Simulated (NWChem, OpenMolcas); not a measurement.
**How basis sets differ on SiNH4ClO (SMILES N[SiH](O)Cl)**

The species is SiNH4ClO (8 atoms), meant as a singlet with charge 0. As SMILES, `N[SiH](O)Cl`. The coordinates come from a PBE0-D4/def2-TZVP relaxation. This is one conformer, not always the lowest.

Quantity: the HOMO–LUMO gap, in eV. The values are calculated.

```tsv
level	kind	program	value (eV)	CPU time
HF/ANO-R0 (sfX2C)	Hartree–Fock	OpenMolcas	16.20	4.4 s
HF/STO-3G	Hartree–Fock	OpenMolcas	19.11	2.2 s
HF/3-21G	Hartree–Fock	OpenMolcas	16.76	2.7 s
HF/6-31G* (spherical functions)	Hartree–Fock	OpenMolcas	16.36	6.8 s
HF/ANO-RCC-VDZP (DKH2, RICD fitting)	Hartree–Fock	OpenMolcas	13.77	5.3 s
HF/def2-SVP	Hartree–Fock	NWChem	16.04	9.2 s
```

The values span 13.77 to 19.11 eV. A Hartree–Fock LUMO above zero doesn't converge with the basis: it sinks as sets grow more diffuse. Orbital gaps aren't excitation energies. CPU times are rough (shared hosts, several kinds of processor and program).
